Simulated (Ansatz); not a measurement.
B$_{5}$, SMILES `[B][B][B][B][B]` radical, relaxed with UKS PBE-D4/def2-SVP in Ansatz from a rough embedded geometry. The force threshold is 0.03 eV/Å; the program also tests the step.

Total charge 0; spin multiplicity 2.

Start:

```xyz
5

B    -1.028   -1.478   -2.332
B    -0.529   -0.760   -1.202
B    -0.001    0.001    0.000
B     0.529    0.762    1.201
B     1.029    1.475    2.333
```

Question: By how much does the energy fall, and how many steps does the optimiser take? (Best estimate.)

Answer: The calculation gave: 71.10 kJ/mol, in 3 steps.

Question: Which bonds change most? (Estimate.)

Answer: The calculation gave: B1–B2 from 1.428 to 1.567 Å; B4–B5 from 1.428 to 1.562 Å; B2–B3 from 1.518 to 1.578 Å; B3–B4 from 1.518 to 1.549 Å.

Question: Give the relaxed structure. (An estimate is asked.)

Answer: Ansatz gave: 
```xyz
5

B    -1.093   -1.569   -2.480
B    -0.546   -0.785   -1.239
B     0.005    0.006    0.010
B     0.545    0.782    1.236
B     1.090    1.566    2.473
```
